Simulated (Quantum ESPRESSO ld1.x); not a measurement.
Results of a calculation; reference values are marked as such.
Charge is removed step by step from the 3s level of P, starting from [Ne] 3s2 3p3. Level of theory: scalar-relativistic Kohn-Sham, PBE, spin-unpolarised, spherical densities, point nucleus (ld1.x of Quantum ESPRESSO 7.5).

removed (e)  E - E(0) (eV)  eigenvalue (eV)  E minus straight line (eV)
0                    0.000          -13.969                       0.000
0.25                 3.785          -16.327                      -0.928
0.5                  8.172          -18.790                      -1.253
0.75                13.187          -21.343                      -0.951
1                   18.850          -23.978                       0.000

Removing the whole electron costs 18.850 eV by Delta-SCF, against 13.969 eV from minus the eigenvalue at the starting occupation. Slater's transition state (half an electron removed) gives 18.790 eV. Integrating minus the eigenvalue over the occupation (Janak's theorem) gives 18.851 eV. In this scalar-relativistic scheme the density is built from large components alone, so the theorem holds only approximately. The mean slope of the eigenvalue, de/dn, is 10.0 eV per electron.
